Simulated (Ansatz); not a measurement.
Frontier orbitals of C3H7In (`C=C[CH2][InH2]`).

The species carries charge 0 and has multiplicity 1. Correlated methods include outer-core shells of In, which these sets cover unevenly. In takes the def2 core potential. Geometry: relaxed with PBE0-D4/def2-TZVP. It is one conformer, not always the lowest. Basis def2-TZVPP, the Gaussian-basis code of Ansatz.

Orbital energies of one run (eV). Highest occupied ones, from the top: -6.39, -8.14, -8.87, -10.20, -10.72, -11.78, -12.26, -13.48, -15.68, -18.88, -20.81, -20.83, -20.86, -20.88. Empty: -1.03, -0.10, 0.58, 0.98, 1.22, 1.84.

Problem. Which functional gave them?
A. ωB97M-V
B. PBE0
C. BHLYP
D. revPBE

Solution. B. HOMO energies: PBE0 -6.39, revPBE -5.38, BHLYP -7.21, ωB97M-V -8.44 eV.
